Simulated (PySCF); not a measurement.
Computed structure and properties of NdOF

System: NdOF (singlet in the valence; each metal's 4f electrons, 3 of them, lie in its core potential, out of spins and levels); start: template (Cs). Method: PySCF 2.14.0, RKS PBE0, Nd lcecp-1-SVP with ECP49, O def2-SVP, F def2-SVP; non-relativistic Hamiltonian with scalar-relativistic core potentials where named; density fitting; no spin-orbit coupling.

Input of the relaxation:

```python
mol = gto.M(atom='''
Nd     0.05692     0.00000    -0.16335
O      1.76072     0.00000     0.59915
F     -1.90748     0.00000     0.71575''',
    basis={'Nd': 'lcecp-1-SVP', 'O': 'def2-SVP', 'F': 'def2-SVP'},
    ecp={'Nd': 'lcecp-1-SVP'},
    charge=0, spin=0)
mf = dft.RKS(mol, xc='PBE0')
mf.grids.atom_grid = (50, 194)  # f atoms: unpruned, at least (60, 302)
mf = mf.density_fit()  # fitting sets: Nd AutoAux, O def2-universal-JKFIT, F def2-universal-JKFIT
mf.conv_tol = 1e-08; mf.max_cycle = 55
mf.kernel(dm0)  # dm0: converged density of the start geometry
# quasi-Newton relaxation in Cartesian coordinates to a largest gradient under 0.00045 Eh/bohr, steps kept in the point group
```

Run from Python with OMP_NUM_THREADS=2; the lines above give its settings. Where DIIS fails, smearing, a level shift and second-order steps follow.
It took 8.5 s on 2 threads of Arm Neoverse V1, with other jobs on the host, from the converged density of the start.

Course of the relaxation:

```csv
step,energy above end (eV),largest force component within the symmetry (eV/Å)
0,0.2178,0.681
1,0.1158,0.581
2,0.0170,0.748
3,0.0014,0.175
4,0.0000,0.042
5,0.0000,0.011
```

Relaxed geometry (Cs):

```xyz
3

Nd    0.0435    0.0000   -0.3725
O     1.5445    0.0000    0.7208
F    -1.6778    0.0000    0.8033
```

| contact | Å |
| --- | --- |
| Nd1–O2 (O) | 1.857 |
| Nd1–F3 (F) | 2.085 |

On the finer grid (75, 302):

| Item | Value |
| --- | --- |
| HOMO | -6.70 eV |
| LUMO | -2.00 eV |
| Dipole about the centre of mass | 7.39 D |
| Set of Mulliken populations of Nd1 outside the core potential | s 2.09, p 6.17, d 1.75, f 0.11 |
| D3(BJ) dispersion energy (not in the energies) | -0.029 eV |

```tsv
atom	Mulliken (e)	Löwdin (e)	spin (e)
Nd1	0.87	0.71	0.00
O2	-0.42	-0.38	0.00
F3	-0.45	-0.33	0.00
```

The 4f levels lie in the core potential and are missing. Their spin isn't counted.

On the grid (50, 194), as all that follows. Harmonic modes: a minimum; lowest 176 cm⁻¹ (negative: unstable), highest 827 cm⁻¹, zero-point energy 0.096 eV.

Rigid scan of O along the line from its metal:

distance to O2 (Å), energy (eV) and a bar:
```
     1.56      2.562 ##############################
     1.66      0.974 ###########
     1.76      0.209 ##
     1.86      0.000 
     1.96      0.158 ##
     2.06      0.553 ######
     2.16      1.090 #############
     2.31      2.031 ########################
```

Taking off one F (charge -1, singlet; the rest: singlet) in vacuum, both parts rigid, costs 10.42 eV; the small basis without counterpoise inflates it. Most of it is the attraction of opposite charges; other ways to part are cheaper, and one spin state was tried for the rest.

Rigid scan of F along the line from its metal:

(distance to F3 (Å), energy (eV)): (1.78, 1.287), (1.88, 0.490), (1.98, 0.107), (2.08, 0.000), (2.18, 0.078), (2.28, 0.272), (2.48, 0.845), (2.78, 1.834), (3.18, 3.036), (3.68, 4.168)

One start shape was tried, so this needn't be the lowest isomer.

An lcecp potential fixes the number of 4f electrons, so in runs with it no electron can move into or out of that shell.
